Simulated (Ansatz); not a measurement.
Cl (SMILES [Cl]), doublet. Base run: Ansatz (a first-principles code) with SVWN5/6-31G*.

Geometry (Å):
```xyz
1

Cl     0.0000     0.0000     0.0000
```
Charge 0, spin multiplicity 2.
Orbitals are unrestricted.
All else is at Ansatz's defaults.
Base energy -458.61841 Eh.

The base run was repeated with changes; each row names its change, and settings that it needs were set with it.

| change | ΔE vs base (kcal/mol) |
|---|---|
| base | 0.000 |
| lower_state_search = light | 0.000 |
| final_grid = 14, 28, 59 | 0.000 |
| fitting.mean_field = cc-pVTZ-JKFIT | -0.001 |
| point_charge = charge:-1.0 position_ang:0.6448, 2.7078, -1.1189 | -7.40 |
| point_charge = charge:0.5 position_ang:2.3317, -1.1943, -1.4619 | -1.85 |
| lower_state_search = off | 0.000 |
| fitting.mean_field = def2-universal-JKFIT | -0.010 |
| point_charge = charge:1.0 position_ang:2.4039, -1.0721, 1.4393 | -4.67 |
| final_grid = 10, 20, 41 | 0.000 |
| final_grid = 6, 12, 29 | 0.000 |
